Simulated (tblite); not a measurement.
Species: C₇H₁₁FSi.
SMILES with atom numbers: `[CH:1]#[C:2][CH2:3][C@@H:4]([CH3:5])[Si@@H:6]1[CH2:7][C@H:8]1[F:9]` (hydrogens: H10 on C1; H11, H12 on C3; H13 on C4; H14, H15, H16 on C5; H17 on Si6; H18, H19 on C7; H20 on C8)

Computed with GFN2-xTB (tblite), gas phase: L-BFGS steps from a force-field or distance-geometry start until the largest atomic force falls under 0.01 eV/Å.

Geometry at step 1:
```
atom  x, y, z in Å
C1      2.4496   -1.7923   -0.2458
C2      2.1959   -0.6594   -0.0277
C3      1.9043    0.7611    0.2700
C4      0.4500    1.0684   -0.0718
C5      0.1555    0.7979   -1.5540
Si6    -0.6608    0.1111    1.0804
C7     -1.7512   -1.2725    0.3982
C8     -2.4956    0.0538    0.6903
F9     -3.2945    0.0770    1.8117
H10     2.6674   -2.8282   -0.4380
H11     2.5764    1.4224   -0.2982
H12     2.0484    1.0095    1.3310
H13     0.2745    2.1293    0.1236
H14     1.0241    0.3795   -2.0846
H15    -0.7227    0.1613   -1.6952
H16    -0.0947    1.7598   -1.9931
H17    -0.2366   -0.0967    2.4470
H18    -1.6562   -1.5630   -0.6496
H19    -1.9795   -2.0508    1.1090
H20    -2.8593    0.5423   -0.2062
```

Q: Give the atomic forces at this geometry.

A: 
```csv
atom,Fx (eV/Å),Fy (eV/Å),Fz (eV/Å)
C1,0.537,-2.557,-0.467
C2,-0.325,2.808,0.830
C3,0.237,-0.423,-0.128
C4,0.221,0.092,-0.333
C5,-0.162,0.385,-0.206
Si6,0.162,-0.596,0.265
C7,0.096,0.396,0.266
C8,0.728,-0.251,-0.064
F9,-0.400,-0.116,-0.737
H10,-0.208,0.908,0.122
H11,-0.055,-0.304,-0.038
H12,0.213,-0.403,-0.141
H13,0.189,0.116,-0.025
H14,-0.458,0.064,0.306
H15,0.392,-0.020,-0.057
H16,0.067,-0.028,-0.414
H17,-0.014,0.117,0.173
H18,-0.385,-0.101,0.522
H19,-0.123,-0.198,-0.339
H20,-0.714,0.112,0.464
```

The largest, 2.95 eV/Å, acts on C2; the rms over all components is 0.601 eV/Å. The forces sum to zero within rounding, as they must for an isolated molecule in no field.

Q: Give the force on C2 in Eh/bohr and in nN.

A: 2.946 eV/Å ÷ 51.422 = 0.05729 Eh/bohr, and 2.946 eV/Å × 1.602 = 4.72 nN.

Q: How far is this geometry from the end of the optimisation?

A: 0.452 eV above it, and 0.376 Å rms away after alignment. The bonds farthest from their final lengths, with half the difference of the two atoms' forces along the bond (positive lengthens):

| bond | now (Å) | final (Å) | force along bond (eV/Å) |
| --- | --- | --- | --- |
| C4–Si6 | 1.865 | 1.902 | +0.38 |
| C2–C3 | 1.480 | 1.447 | -1.70 |
| C1–H10 | 1.076 | 1.049 | -1.80 |
| Si6–C8 | 1.877 | 1.898 | -0.25 |
| C7–C8 | 1.549 | 1.532 | -0.46 |
| C1≡C2 | 1.181 | 1.197 | +2.78 |

The angle farthest from its final value is F9–C8–H20, 118.1° against 107.9°.

Of the 6 listed bonds off by 0.010 Å or more, this force points towards the final length in 5.

What follows is the cost of the whole relaxation. On an Arm Neoverse N1 with one thread, on a shared host, this took 1.3 s.
